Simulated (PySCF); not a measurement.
**Exercise with solution: refractive index and permittivity of the vapour**

C3H9In, SMILES [CH3][In]([CH3])[CH3].

Geometry optimised at B3LYP-D3(BJ)/def2-SVP. The isomer is the one that the SMILES or the coordinates give; other isomers of the formula were not compared. The def2 effective core potentials stand for the cores of In; spin–orbit coupling is left out.

CAM-B3LYP/def2-TZVP in PySCF gives a mean static polarisability of 76.8 bohr³ and a dipole moment of 0.02 D. Take an ideal gas at 298.15 K and 1 bar, whether or not the substance is that volatile.

Work out n − 1 in the optical limit and the static ε − 1.


Polarisability volume α' = 76.8 × 0.148185 = 11.38 Å³. Number density N = p/kT = 2.43e-5 Å⁻³.
Dilute limit of Lorentz–Lorenz: n − 1 = 2π N α' = 0.0017.
Orientation term of Debye: μ²/(3kT) = 8.098 Å³ × μ²(D²) = 0.00 Å³.
ε − 1 = 4π N (α' + μ²/3kT) = 0.0035. With no permanent dipole, ε equals n² in this model. Vibrational polarisation and dispersion are left out.
